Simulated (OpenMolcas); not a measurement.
## Nb3+: moving the ligands

Nb3+ with 6 ligands (fluoride) in tetragonal octahedral coordination (D4h) at 2.03 Å, the axial distance 2.111 Å. A charge of +0.5 e stands 2.4 Å behind each ligand. Ligand basis ANO-RCC-VDZP.
```
Nb    0.0000    0.0000    0.0000
F     2.0300    0.0000    0.0000
F     0.0000    2.0300    0.0000
F    -2.0300    0.0000    0.0000
F     0.0000   -2.0300    0.0000
F     0.0000    0.0000    2.1112
F     0.0000    0.0000   -2.1112
```

```json
{
 "Program": "OpenMolcas 26.06",
 "Method": "SS-CASPT2, IPEA 0.25 Eh, imaginary shift 0.1 Eh (closed shells correlated: 4s 4p and the ligand valence shells)",
 "Basis": "ANO-RCC-VDZP [6s5p3d1f]",
 "Scalar Hamiltonian": "DKH2, point nucleus",
 "Active space": "2 electrons in 5 orbitals (4d)",
 "State averaging": "2S+1 = 3 even, 10 roots; 2S+1 = 1 even, 15 roots",
 "Spin-orbit coupling": "RASSI with atomic mean-field integrals over the reference wave functions"
}
```

Runs around this geometry, states (labels of D4, the rotations of D4h). Energies in cm-1 above the lowest state or level, χT in cm3 K/mol.

| R (Å) | Axial / equatorial distance | Ground state | First state of that spin | First gap with spin-orbit (degeneracies) | χT at 300 K | First state of another spin |
| --- | --- | --- | --- | --- | --- | --- |
| 2.03 | 1.04 | 2S+1 = 3 | 3E 1020 | 86 (1, 2) | 0.611 | 2S+1 = 1: 7260 |
| 2.14 | 1.04 | 3A2 | 3E 790 | 93 (1, 2) | 0.535 | 1B2 7920 |
| 2.03 | 1.092 | 3A2 | 3E 2070 | 77 (1, 2) | 0.731 | 1B2 7640 |

Over all roots computed the reference weight is 0.65 to 0.72 in R = 2.03 in ratio = 1.04, 0.71 to 0.72 in R = 2.14 in ratio = 1.04, 0.71 to 0.72 in R = 2.03 in ratio = 1.092; the roots of lowest weight are the least certain, and an intruder state may touch them. Ligand-to-metal charge-transfer states are missing. With no ligand orbital active B as a rule stays too high, so bands that hang on it stand too high and its fall with covalency is understated. With one d shell and no ligand orbital active, 10Dq can be off by a tenth or more. The least metal-like active orbital is 82 % on the metal (Löwdin) and no ligand orbital is active, so the numbers are rough (holds for R = 2.03, ratio = 1.04; R = 2.03, ratio = 1.092). The least metal-like active orbital is 85 % on the metal (Löwdin) and no ligand orbital is active, so the numbers are rough (holds for R = 2.14, ratio = 1.04). No measured value stands beside these numbers; the geometry was imposed, not optimised, and the real ion may take another.

A state without a sure symmetry label is named by its multiplicity alone.
